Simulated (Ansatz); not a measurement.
CeF₃, charge +1, singlet, at a GFN2-xTB geometry (such geometries of metal compounds can be far from the true shape) (the multiplicity is a formal guess) (core potentials on Ce); R2SCAN/def2-SVP in Ansatz (a quantum-chemistry and plane-wave program).

Input for Ansatz:
Ansatz 0.2 input:
```yaml
crystal:
  periodic: [false, false, false]
  atoms:
    - {symbol: Ce, position_ang: [-0.10095810, 0.15100898, 0.35493771]}
    - {symbol: F, position_ang: [-1.22819462, -1.28974713, -0.76277893]}
    - {symbol: F, position_ang: [0.19528764, 1.27240685, -1.44795888]}
    - {symbol: F, position_ang: [1.68352587, -0.95582873, -0.07663855]}
basis:
  gaussian:
    orbitals: def2-SVP
hamiltonian:
  xc: r2scan
total_charge: 1
output: {forces: true}
```

What the program printed (banner, timings and long lists left out):

```
Functional definition: r2SCAN
1100 factors; their error is unknown
mean field evaluation 1: about -21030.1383 eV, gradient 1.5e2 eV
mean field evaluation 2: about -18140.8836 eV, gradient 1.5e3 eV
mean field evaluation 4: about -18782.0418 eV, gradient 1.3e3 eV
mean field evaluation 8: about -21067.8459 eV, gradient 3.6e0 eV
mean field evaluation 16: about -21067.9854 eV, gradient 2.3e-5 eV
mean field -21067.98541939 eV, -774.2341837690 hartree, gradient 2.3e-5 eV, S^2 0.000000; 0 other end points of the search recorded, 0 dependent functions left out
the calculation of the forces begins
reference -21067.98545593 eV, -774.2341851119 hartree; 28, 28 occupied and 92, 92 virtual orbitals, 1100 factors
Total energy: -21067.98545593 eV, -774.2341851119 hartree
Atom 0 at    -0.100958     0.151009     0.354938 Å, force     1.937867    -2.898438    -6.812712 eV/Å
Atom 1 at    -1.228195    -1.289747    -0.762779 Å, force     1.665336     2.510152     2.271382 eV/Å
Atom 2 at     0.195288     1.272407    -1.447959 Å, force    -0.611468    -1.587761     3.367301 eV/Å
Atom 3 at     1.683526    -0.955829    -0.076639 Å, force    -2.991736     1.976048     1.174030 eV/Å
Dipole moment:    -0.433890     0.648995     1.525424 e Å
```
